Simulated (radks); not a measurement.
Numerical settings for the cobalt ion Co3+, [Ar] 3d6. All-electron calculation, scalar-relativistic Kohn-Sham, PBE, spin-polarised, spherical densities, finite nucleus; open shells are filled with parallel spins first; Fermi nuclear charge, rms radius 3.7875 fm. Program: a radial shooting solver on a logarithmic mesh with Libxc functionals. The defaults (mesh step 0.008 in ln r, mesh end at 40 bohr or more with all orbitals vanishing there, Anderson mixing 0.5 over 9 steps, residual threshold near 1e-9 with the energy settled to 1e-9 hartree or 1e-11 of itself, here a cap of 65 iterations) give E = -1391.0397 hartree and 3d at -42.404 eV in 17 iterations. Run on one thread of a shared host, so times are rough (Intel(R) Xeon(R) Platinum 8488C): 0.24 s of CPU time, 0.24 s wall, 17 iterations on 2189 mesh points. Changes against that run (0 stands for a change within the tolerance of the run):

| setting | iterations | converged | E (mhartree) | e(3d) (meV) | CPU (s) |
|---|---|---|---|---|---|
| mesh step in ln r 0.003 | 26 | yes | 0 | 0 | 0.74 |
| mesh step in ln r 0.05 | 14 | yes | +0.0124 | -0.00486 | 0.04 |
| mesh step in ln r 0.08 | 2 | no | diverged | - | 0.01 |
| mesh end (bohr) 12 | 17 | yes | 0 | 0 | 0.23 |
| mesh end (bohr) 8 | 17 | yes | 0 | 0 | 0.26 |
| residual threshold 1e-13 | 65 | no | 0 | 0 | 0.64 |
| residual threshold 0.01 | 10 | yes | 0 | +2.02 | 0.19 |
| mixing 1 | 17 | yes | 0 | 0 | 0.29 |
| linear mixing, mixing 0.05 | 65 | no | +0.228 | -978 | 0.94 |
| linear mixing, mixing 0.8 | 29 | no | diverged | - | 0.42 |
| mixing history 3 | 23 | yes | 0 | 0 | 0.28 |
| iteration cap 2 | 2 | no | +1.24e+03 | -4.33e+04 | 0.04 |

No run marked as converged misses the energy by more than 1 mhartree. A mesh that ends early acts as a hard wall.
